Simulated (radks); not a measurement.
Radial electron density D(r) = 4 pi r^2 rho(r) of an atom or ion with 39 electrons. Calculated with a radial shooting solver on a logarithmic mesh with Libxc functionals: Dirac Kohn-Sham, LDA (Slater exchange, Perdew-Wang correlation), spin-unpolarised, spherical densities, finite nucleus; Fermi nuclear charge, rms radius of each element as measured or else 0.836 A^(1/3) + 0.57 fm.

| r (bohr) | D(r) (e/bohr) |
|---|---|
| 0.004412 | 9.113 |
| 0.005054 | 11.23 |
| 0.005837 | 13.89 |
| 0.006688 | 16.84 |
| 0.007723 | 20.42 |
| 0.008849 | 24.22 |
| 0.01022 | 28.61 |
| 0.01171 | 32.99 |
| 0.01352 | 37.66 |
| 0.01549 | 41.85 |
| 0.01775 | 45.53 |
| 0.0205 | 48.53 |
| 0.02348 | 50.21 |
| 0.02712 | 50.58 |
| 0.03107 | 49.61 |
| 0.03588 | 47.51 |
| 0.04111 | 45.12 |
| 0.04748 | 43.09 |
| 0.05439 | 42.55 |
| 0.06232 | 44.00 |
| 0.07197 | 47.82 |
| 0.08245 | 52.87 |
| 0.09523 | 58.14 |
| 0.1091 | 61.16 |
| 0.126 | 60.65 |
| 0.1444 | 56.29 |
| 0.1667 | 48.94 |
| 0.191 | 42.01 |
| 0.2188 | 37.76 |
| 0.2527 | 37.69 |
| 0.2895 | 40.92 |
| 0.3344 | 44.72 |
| 0.3831 | 45.41 |
| 0.4424 | 41.21 |
| 0.5069 | 33.33 |
| 0.5854 | 23.65 |
| 0.6707 | 16.06 |
| 0.7684 | 11.48 |
| 0.8874 | 9.662 |
| 1.017 | 9.431 |
| 1.174 | 9.191 |
| 1.345 | 8.227 |
| 1.553 | 6.499 |
| 1.78 | 4.678 |
| 2.055 | 3.019 |
| 2.355 | 1.891 |
| 2.698 | 1.158 |
| 3.116 | 0.6824 |
| 3.57 | 0.4057 |
| 4.123 | 0.2205 |
| 4.723 | 0.1126 |
| 5.455 | 0.04806 |
| 6.249 | 0.01826 |
| 7.217 | 0.005348 |
| 8.269 | 0.001345 |

What is the nuclear charge?

Answer. Z = 40. The innermost maximum, from 1s, lies near gamma/Z bohr with gamma = sqrt(1 - (Z/c)^2) = 0.956, here 0.0239 bohr (found: 0.0261), and its height grows with Z. The density is that of the zirconium ion Zr+ in [Kr] 4d3; the configuration itself is not fixed sharply by these data, and Z only to a few units. D(r) has 3 maxima, at r = 0.0261, 0.115, 0.368 bohr, and minima at 0.0531, 0.235 bohr, inside which lie 2.07, 11.08 electrons.
